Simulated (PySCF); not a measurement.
Working out the ionisation energy of Cr²⁺

Cr²⁺ [Ar] 3d4 (5D) → Cr³⁺ [Ar] 3d3 (4F). Calculation: PySCF 2.14, in Sapporo-DKH3-DZP-2012 (6s5p3d1f, 43 functions); the spin-free X2C one-electron Hamiltonian (Gaussian nucleus). Frozen: [Ar]. Energies in hartree (1 hartree = 27.21139 eV):

```
             part  Cr²⁺ (lower)  Cr³⁺ (upper)
              UHF  -1048.856355  -1047.764245
MP2 opposite-spin      0.000000      0.000000
    MP2 same-spin     -0.030052     -0.010611
```

Question: What does Hartree-Fock give?

Answer: (-1047.764245) − (-1048.856355) = 1.092110 hartree = 29.718 eV.

Question: What do MP2 and SCS-MP2 (6/5 opposite-spin, 1/3 same-spin) give?

Answer: The opposite-spin parts differ by 0.000 eV and the same-spin parts by 0.529 eV. MP2: 29.718 + (0.000) + (0.529) = 30.247 eV. SCS-MP2: 29.718 + 1.2 × (0.000) + (0.529)/3 = 29.894 eV.

Reference: 30.959 ± 0.025 eV (measured; NIST Atomic Spectra Database, ionization energies), between the lowest levels; spin-orbit coupling is absent from the calculation.

A double-zeta basis recovers only part of the correlation energy.

What remains against the reference includes basis incompleteness, the frozen core and correlation beyond second order.
